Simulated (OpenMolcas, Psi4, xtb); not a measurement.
# HBr (hydrogen bromide): the dipole moment, rung by rung

HBr: 2 atoms, total charge 0, spin state singlet. As SMILES, `Br`. The coordinates come from a PBE0-D4/def2-TZVP relaxation.

```csv
atom,x (Å),y (Å),z (Å)
Br,-0.6032,0.2180,-0.3050
H,0.6032,-0.2180,0.3050
```

Quantity: the dipole moment, in D. The values are calculated.

**The experiment to reproduce.** NIST CCCBDB gives the dipole moment of the gas as 0.83 D.

```tsv
level	kind	program	value (D)	computed − measured
GFN2-xTB	semi-empirical	xtb	2.50	+1.67
HF/cc-pVTZ	Hartree–Fock	OpenMolcas	1.02	+0.19
SVWN5/cc-pVTZ	LDA	OpenMolcas	0.99	+0.16
BLYP/cc-pVTZ	GGA	Psi4	0.88	+0.05
TPSS/cc-pVTZ	meta-GGA	OpenMolcas	0.92	+0.09
TPSSh/cc-pVTZ	hybrid meta-GGA	Psi4	0.93	+0.10
wB97X-V/cc-pVTZ	range-separated hybrid	Psi4	0.97	+0.14
```

Nearest: BLYP/cc-pVTZ (+0.05 D); farthest: GFN2-xTB (+1.67 D). The measured dipole is a vibrational average, so differences of a few hundredths of a debye mean little. Computed less measured by kind, in D (of the ab initio rows, those in cc-pVTZ): semi-empirical +1.67; Hartree–Fock +0.19; LDA +0.16; GGA +0.05; meta-GGA +0.09; global hybrid +0.10; range-separated hybrid +0.14. All-electron rows without a relativistic Hamiltonian named are non-relativistic. Magnitudes only.
